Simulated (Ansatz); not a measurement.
Input file for Ansatz (a quantum-chemistry and plane-wave program): U-B3LYP/def2-TZVPP on Te2, 2S+1 = 3, a point of a bond scan (R = 5.922 Å). Elements past Kr take the def2 small-core potentials; no spin–orbit coupling.

Ansatz 0.2 input:
```yaml
crystal:
  periodic: [false, false, false]
  atoms:
    - {symbol: Te, position_ang: [-0.00000000, -0.00000000, -1.28732190]}
    - {symbol: Te, position_ang: [0.00000000, 0.00000000, 4.63435884]}
basis:
  gaussian:
    orbitals: def2-TZVPP
hamiltonian:
  xc: {name: B3LYP}
magnetization: {spin_polarized: true, initial_magnetization: 2}
```

Program output:

```
WARN ansatz: RAYON_NUM_THREADS=1 ignored (pool sized by the plan → 1); use --threads N
Functional definition: B3LYP
integrals: 0.04 GiB planned
960 factors; integrals over basis functions are off by at most 2.8e-4 eV
mean field: 0.55 GiB planned
mean field evaluation 1: about -14587.3745 eV, gradient 3.1e0 eV
mean field evaluation 2: about -14587.4285 eV, gradient 1.8e0 eV
mean field evaluation 4: about -14587.4426 eV, gradient 5.7e-1 eV
mean field evaluation 8: about -14587.4439 eV, gradient 5.4e-2 eV
mean field evaluation 16: about -14589.0549 eV, gradient 1.4e-1 eV
mean field evaluation 32: about -14589.0586 eV, gradient 3.0e-3 eV
mean field evaluation 64: about -14588.2342 eV, gradient 3.1e0 eV
mean field evaluation 96: about -14588.5783 eV, gradient 5.4e-1 eV
mean field evaluation 128: about -14589.0570 eV, gradient 4.5e-6 eV
mean field evaluation 160: about -14588.3343 eV, gradient 3.8e0 eV
mean field evaluation 192: about -14588.4323 eV, gradient 1.4e-1 eV
mean field evaluation 224: about -14589.0560 eV, gradient 3.5e-1 eV
mean field evaluation 256: about -14589.0570 eV, gradient 1.1e-2 eV
mean field evaluation 288: about -14589.0586 eV, gradient 2.1e-3 eV
mean field evaluation 320: about -14588.3555 eV, gradient 3.5e-1 eV
mean field evaluation 352: about -14588.0713 eV, gradient 5.9e-1 eV
mean field evaluation 384: about -14589.0354 eV, gradient 5.6e-1 eV
mean field evaluation 416: about -14588.8390 eV, gradient 5.5e0 eV
mean field evaluation 448: about -14589.0580 eV, gradient 1.4e-1 eV
mean field evaluation 480: about -14589.0569 eV, gradient 4.8e-3 eV
mean field evaluation 512: about -14589.0584 eV, gradient 3.5e-3 eV
mean field -14589.05864660 eV, -536.1380164434 hartree, gradient 1.6e-6 eV, S^2 3.007987; 32 other end points of the search recorded, 0 dependent functions left out
reference -14589.05886775 eV, -536.1380245705 hartree; 25, 23 occupied and 75, 77 virtual orbitals, 960 factors
Total energy: -14589.05886775 eV, -536.1380245705 hartree
```

Self-consistency was reached. Its determinant has ⟨S²⟩ = 3.01, a mixture of spin states.

Cost: roughly 2.1 core-minutes.
